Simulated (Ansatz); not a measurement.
`CO[SiH](C)S` at its PBE0-D4/def2-TZVP geometry, where that method's forces vanish. The species carries charge 0 and has multiplicity 1.

```xyz
13

C    -1.1647   -0.2125   -1.7811
O    -0.8234   -0.5450   -0.4566
Si    0.5174    0.0137    0.3041
C     0.4452   -0.6183    2.0415
S     0.5934    2.1582    0.3649
H    -0.3726   -0.4967   -2.4842
H    -2.0730   -0.7553   -2.0470
H    -1.3556    0.8614   -1.8818
H     1.7257   -0.4285   -0.4448
H     1.3610   -0.3696    2.5811
H    -0.4004   -0.1771    2.5742
H     0.3196   -1.7033    2.0427
H     1.2272    2.2729   -0.8129
```

Task: What forces (eV/Å) does PBE-D4/def2-TZVPP give on these atoms in the Gaussian-basis code of Ansatz? (Best estimate.)

Result: Ansatz gave: 
```
C1  -0.054  0.051 -0.223
O2  -0.319 -0.323  0.259
Si3  0.311  0.090  0.105
C4  -0.007  0.007 -0.014
S5  -0.102  0.232  0.242
H6   0.163 -0.053 -0.174
H7  -0.200 -0.113 -0.071
H8  -0.043  0.236 -0.044
H9   0.148 -0.057 -0.083
H10  0.168  0.043  0.102
H11 -0.156  0.077  0.110
H12 -0.024 -0.206  0.009
H13  0.115  0.015 -0.219
```
